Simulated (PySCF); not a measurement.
In(CF3)(Cl)2 (CCl2F3In), SMILES F[C]([In]([Cl])[Cl])(F)F.

Geometry optimised at B3LYP-D3(BJ)/def2-SVP. The structure was generated by enumeration; whether it is a known compound was not checked. The def2 effective core potentials stand for the cores of In; spin–orbit coupling is left out.

Two levels are set side by side: TDA-PBE/def2-SVPD (PySCF) and TDA-B3LYP/def2-SVPD (PySCF). Vertical, same geometry. The lowest singlet is HOMO−1→LUMO 97 % with PBE and HOMO−1→LUMO 96 % with the other functional; states are paired by order. Differences are taken from unrounded values.

```csv
quantity,TDA-B3LYP,TDA-PBE,TDA-PBE minus TDA-B3LYP
lowest singlet excitation (eV),4.85,4.39,-0.46
lowest triplet excitation (TDA) (eV),4.11,3.80,-0.30
first bright state (f over 0.05) (eV),5.00,6.11,1.11
its oscillator strength,0.07,0.42,0.36
```

Functionals without exact exchange tend to place singlet excitations lower, as here. Differences between two approximate levels are no errors against the true value.

Rough cost on one machine, each run with all the roots and properties that it gave: TDA-B3LYP against TDA-PBE about 2 times.
